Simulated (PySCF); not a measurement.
An unknown is described by computed data only.

Formula: C3HF4OP.

| Item | Value |
| --- | --- |
| Dipole | 2.88 D [B3LYP/def2-SVPD] |
| Triplet | lowest triplet excitation (Tamm–Dancoff): 4.77 eV [TDA B3LYP/def2-SVPD] |
| UV, first state | lowest singlet excitation: 5.48 eV (226 nm, f = 0.002) [TDDFT B3LYP/def2-SVPD] |
| Rotational structure | rotational constants A, B, C: 1.964, 0.977, 0.766 GHz [GFN2-xTB] |
| NMR, other nuclei | isotropic shieldings of nuclei other than C and H, by class: 189 (1 O), 235 (1 F), 243 (3 F), 409 (1 P) ppm [GIAO PBE0/pcSseg-1] |
| 13C NMR | chemical shifts (computed TMS as zero) by class: 189.2 (1 C), 136.8 (1 C), 126.9 (1 C) ppm [GIAO PBE0/pcSseg-1] |
| 1H NMR | chemical shifts (computed TMS as zero) by class: 8.14 (1 H) ppm [GIAO PBE0/pcSseg-1] |
| Polarisability | 62.7 au [B3LYP/def2-SVPD] |

Gas-phase values; electronic properties from PySCF, density fitting. Levels stand in brackets. Isolated species at its GFN2-xTB geometry, gas phase. Each NMR value is the plain mean over a class of atoms that symmetry, rotation or inversion makes alike.

Question: Give a SMILES that accounts for the data.

Answer: Numbering: `[O:1]=[P@@H:2]1[C:3]([F:4])=[C:5]1[C:6]([F:7])([F:8])[F:9]`. 3 carbons fall into 3 classes; from least to most shielded: vinylic C–F carbon [C3] (189.2 ppm), fully substituted alkene carbon [C5] (136.8 ppm), CF3 carbon [C6] (126.9 ppm). The one hydrogen (8.14 ppm): P–H hydrogen. The other shieldings belong to: 189 ppm, phosphoryl oxygen [O1]; 235 ppm, vinyl fluorine [F4]; 243 ppm, fluorine of a CF3 group [F7/F8/F9]; 409 ppm, phosphoryl phosphorus [P2]. S1 is mainly HOMO→LUMO (weight 0.98); the largest Löwdin shares of the orbital it empties are 0.44 on the phosphoryl oxygen, 0.17 on the phosphoryl phosphorus, 0.16 on the vinylic C–F carbon and 0.10 on the fully substituted alkene carbon, of the orbital it fills 0.33 on the vinylic C–F carbon, 0.30 on the fully substituted alkene carbon, 0.10 on the phosphoryl phosphorus and 0.09 on the vinyl fluorine. The optimised geometry has point group C1 and is an asymmetric top. Structure: `O=[P@@H]1C(F)=C1C(F)(F)F`. The assignments are read from this structure; whether some other isomer fits the data as well wasn't checked. The mirror image fits equally.

Conformer computed: `[O:1]=[P@@H:2]1[C:3]([F:4])=[C:5]1[C:6]([F:7])([F:8])[F:9]`: C3–C5–C6–F7 120°.
